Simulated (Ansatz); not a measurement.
```yaml
crystal:
  periodic: [false, false, false]
  atoms:
    - {symbol: Sb, position_ang: [-0.005324, -2.340622, -0.223938]}
    - {symbol: Ga, position_ang: [-2.442164, -1.403375, 0.501683]}
    - {symbol: Sb, position_ang: [-2.027406, 1.172938, -0.226722]}
    - {symbol: Ga, position_ang: [2.435774, -1.414149, 0.500992]}
    - {symbol: Sb, position_ang: [2.026668, 1.163628, -0.227859]}
    - {symbol: Ga, position_ang: [0.003650, 2.815417, 0.493023]}
    - {symbol: H, position_ang: [-0.010692, -4.035870, 0.052188]}
    - {symbol: H, position_ang: [-0.006545, -2.452223, -1.938094]}
    - {symbol: H, position_ang: [-3.530536, -2.032451, -0.449887]}
    - {symbol: H, position_ang: [-2.457794, -1.410391, 2.079252]}
    - {symbol: H, position_ang: [-2.129934, 1.229611, -1.940451]}
    - {symbol: H, position_ang: [-3.492634, 2.023095, 0.055026]}
    - {symbol: H, position_ang: [3.521048, -2.044820, -0.452968]}
    - {symbol: H, position_ang: [2.454379, -1.420975, 2.078426]}
    - {symbol: H, position_ang: [2.125288, 1.216609, -1.942032]}
    - {symbol: H, position_ang: [3.495256, 2.010434, 0.048517]}
    - {symbol: H, position_ang: [0.003284, 2.838763, 2.070473]}
    - {symbol: H, position_ang: [0.008282, 4.068581, -0.463529]}
basis:
  gaussian: {orbitals: def2-SVPD, nuclear_model: gaussian}
total_charge: -1
magnetization: {spin_polarized: true, initial_magnetization: 1}
hamiltonian: {xc: {name: BHLYP}, dispersion: d3bjatm}
scf: {omitted_lower_state_checks: [starts]}
```

```sh
$ ansatz run in.yaml --threads 2 --pin off --events-out ev --progress --plain --max-ram 31744MiB --backend cuda --devices 0, --max-vram 18GiB
```

It prints (some lines left out):

```
Functional definition: BHLYP
3288 factors; integrals over basis functions are off by at most 1.5e-3 eV
mean field evaluation 1: about -176912.1607 eV, gradient 2.0e1 eV
mean field evaluation 2: about -176912.6636 eV, gradient 1.9e1 eV
mean field evaluation 4: about -176914.0251 eV, gradient 5.5e-1 eV
mean field evaluation 8: about -176914.1030 eV, gradient 2.2e-1 eV
mean field evaluation 16: about -176914.1168 eV, gradient 2.7e-2 eV
mean field evaluation 32: about -176914.1169 eV, gradient 6.6e-5 eV
mean field -176914.11689910 eV, -6501.4738793463 hartree, gradient 2.7e-5 eV, S^2 0.759683; 0 other end points of the search recorded, 0 dependent functions left out
reference -176914.11723978 eV, -6501.4738918665 hartree; 88, 87 occupied and 218, 219 virtual orbitals, 3288 factors
Total energy: -176915.37387372 eV, -6501.5200723118 hartree
Checks for a lower state left out: starts
```

Run time 7 s (2 threads of AMD EPYC 7R13 on a shared host and a share (18 GiB) of an NVIDIA H100 80GB HBM3), peak host memory 1 GiB.

In the def2 sets Sb takes a core potential; there is no spin–orbit coupling.
